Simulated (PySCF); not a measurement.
**Electric field gradients and quadrupole coupling constants**

[SiBr3]- (charge -1).
Geometry (PBE0-D3(BJ)/def2-SVP, Å), atoms numbered from 1 in this order:
```
atom  x, y, z in Å
Si1    0.0013    0.0066    0.8630
Br2    2.0943   -0.0336   -0.2902
Br3   -1.0271    1.8214   -0.2955
Br4   -1.0685   -1.7945   -0.2774
```

Field gradients from the PBE0/pcSseg-1 density (PySCF, non-relativistic), principal values in atomic units, ordered |Vxx| ≤ |Vyy| ≤ |Vzz|:

```tsv
atom	Vxx	Vyy	Vzz
Br2	-1.7456	-1.9341	3.6797
Br3	-1.7437	-1.9323	3.6760
Br4	-1.7517	-1.9297	3.6814
```

Q: Find the asymmetry η = (Vxx − Vyy)/Vzz and the couplings χ = eQV/h (234.96 MHz × Q in barn × V in au), with Q(79Br) = 0.313 b.

A: 
```tsv
atom	environment	nucleus	η	χzz (MHz)	χxx (MHz)	χyy (MHz)
Br2	bromine bonded to Si	79Br	0.05	270.6	-128.4	-142.2
Br3	bromine bonded to Si	79Br	0.05	270.3	-128.2	-142.1
Br4	bromine bonded to Si	79Br	0.05	270.7	-128.8	-141.9
```

The tensor is traceless: Vxx + Vyy + Vzz = 0.

Q: What is Vzz at Br4 in SI units (1 au = 9.71736 × 10²¹ V/m²)?

A: 3.6814 au = 35.773 × 10²¹ V/m².

Isolated species at its PBE0-D3(BJ)/def2-SVP geometry, gas phase. The calculation is non-relativistic, for bromine too. The pcSseg-1 basis has no diffuse functions, a weakness for an anion. With a basis this small, the couplings can be 20 % off.
